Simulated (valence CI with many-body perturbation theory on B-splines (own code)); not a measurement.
## Ho XLVI: what the settings do

Computed by configuration interaction combined with many-body perturbation theory (CI+MBPT): four valence electrons over a frozen Dirac-Fock core [Ar], a basis of 6 s, 6 p, 5 d, 5 f, 1 g functions for each j, with the one-electron correlation potential Σ1 (screened to all orders), the two-electron term Σ2, the three-electron term Σ3, Breit, model QED; selected single and double excitations, second order for the rest, scaled by the run's own slope (own B-spline code, finite nucleus).

The last digits are not significant, and no measured levels were compared; by estimate large intervals hold to a few tenths of a per cent, small ones and those within an open d or f shell to about a per cent. Only levels of the ground parity were solved; by the run's estimate the other parity begins above the list, which can be wrong where configurations are misplaced.

The reference run has the lowest level (3d3/2^4) J=0 and an ionisation energy of 3760.84 eV. Its largest variational space holds 8011 state functions.

Levels are named by their leading jj configuration (3d3/2^4 stands for four electrons in 3d with j = 3/2), which in mixed levels can hold well under half, so a name can repeat and another be missing. Letters in brackets count levels of one name in rising energy.

Changed runs:
A. shift of the energy in Σ1 (hartree) 0 → -40.017
B. lowest core n in screening and Σ2 1 → 4
C. logarithmic knot step 0.27 → 0.2; lowest core n in screening and Σ2 1 → 4
D. closed core [Ar] → [Ar] 3d1 (bad on purpose)

Excitation energies of the reference run in cm⁻¹, and shifts in cm⁻¹:

```
                    Level  Reference        A
      (3d3/2^3 3d5/2) J=1     302116  +140061
      (3d3/2^3 3d5/2) J=4     389252  +140168
      (3d3/2^3 3d5/2) J=2     400915  +148501
      (3d3/2^3 3d5/2) J=3     427827  +145909
(3d3/2^2 3d5/2^2) J=0 [a]     667317  +278090
(3d3/2^2 3d5/2^2) J=2 [a]     679384  +271143
(3d3/2^2 3d5/2^2) J=4 [a]     687880  +280265
(3d3/2^2 3d5/2^2) J=3 [a]     702307  +279082
    (3d3/2^2 3d5/2^2) J=5     731789  +278238
    (3d3/2^2 3d5/2^2) J=6     752971  +279024
    (3d3/2^2 3d5/2^2) J=1     761180  +282285
(3d3/2^2 3d5/2^2) J=4 [b]     790423  +280477
   Ionisation energy (eV)    3760.84   +18.06
```

Run B: It gave no result: the setting left no core shell for the response of the core. The program said: "need at least one array to concatenate".

Run C: It gave no result: the setting left no core shell for the response of the core. The program said: "need at least one array to concatenate".

Run D: It gave no result: the perturbation theory needs a core of closed shells. The program said: "the core must hold closed shells only".
